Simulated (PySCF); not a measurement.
A GIAO shielding run with PySCF 2.14 (density fitting, non-relativistic, gas phase) on `InChI=1S/C3H8O3SSi/c4-7(5,6)3-1-8-2-3/h3H,1-2,8H2,(H,4,5,6)`:

```
$ OMP_NUM_THREADS=1 python probes_run.py task.json out

{"job": {"kind": "nmr", "xc": "PBE0", "basis": "pcSseg-1"}, "charge": 0, "multiplicity": 1}
O     -0.607823    -1.240877     1.562594
S     -1.335197    -0.692646     0.459513
O     -2.082921    -1.591617    -0.369496
O     -2.411015     0.379172     1.045314
C     -0.227410     0.351670    -0.479545
C      0.912046    -0.587469    -0.857969
Si     1.829198    -0.073719     0.747334
C      0.445443     1.239942     0.555530
H     -3.293635     0.147389     0.750997
H     -0.809120     0.811723    -1.274312
H      1.396751    -0.288675    -1.785989
H      0.577909    -1.616475    -0.964167
H      1.882007    -0.953257     1.896299
H      3.151385     0.490383     0.432638
H      0.764936     2.191078     0.132411
H     -0.200154     1.442320     1.404920
```

Hardware: 1 thread of an Arm Neoverse N1, shared host. The job also computes population analyses, field gradients, ring-centre shieldings.

(1) How large is the calculation?

(2) How long does it take, and how much memory does it need?

## Answers

(1) 80 electrons, 190 basis functions and 1034 auxiliary functions.

(2) 53 s of wall time, with 14 SCF cycles and 4 response iterations; peak memory 0.79 GiB. Times on a shared host scatter by some tens of per cent.
